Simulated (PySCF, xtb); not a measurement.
C3H2Cl2F2, SMILES FC(F)C=C(Cl)Cl. One conformer was computed; it need not be the lowest.

Harmonic wavenumbers (cm⁻¹) from GFN2-xTB run with xtb at its own minimum, in rising order: 17, 105, 140, 235, 347, 399, 418, 482, 513, 648, 795, 802, 1006, 1039, 1094, 1186, 1249, 1279, 1648, 2909, 3100.

Problem. What does B3LYP-D3(BJ)/def2-SVP in PySCF 2.14.0 give at its own minimum? (The exact figures need the calculation; the answer reports its results.)

Solution. 34, 110, 159, 257, 369, 432, 462, 520, 566, 691, 848, 886, 1104, 1121, 1146, 1249, 1380, 1409, 1705, 3108, 3201. Paired by order, the mean absolute difference is 64 cm⁻¹ and the zero-point energies are 27.8 and 29.7 kcal/mol.
